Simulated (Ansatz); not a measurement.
A run for Ansatz (a first-principles code): R-PBE/def2-TZVPP on AlS+, 2S+1 = 1, a spin state set in the input, which need not be the lowest, a point of a bond scan (R = 2.006 Å). Charge +1.

Ansatz 0.2 input:
```yaml
crystal:
  periodic: [false, false, false]
  atoms:
    - {symbol: Al, position_ang: [0.00000000, 0.00000000, 0.00000000]}
    - {symbol: S, position_ang: [0.00000000, 0.00000000, 2.00615600]}
basis:
  gaussian:
    orbitals: def2-TZVPP
    pivot_positions_ang: [[0.00000000, 0.00000000, 0.00000000], [0.00000000, 0.00000000, 2.00615600]]
hamiltonian:
  xc: {name: PBE}
total_charge: 1
output: {forces: true, orbitals: {seedname: ./end}}
```

Q: What total energy does the run end on?

A: -639.9811 hartree.
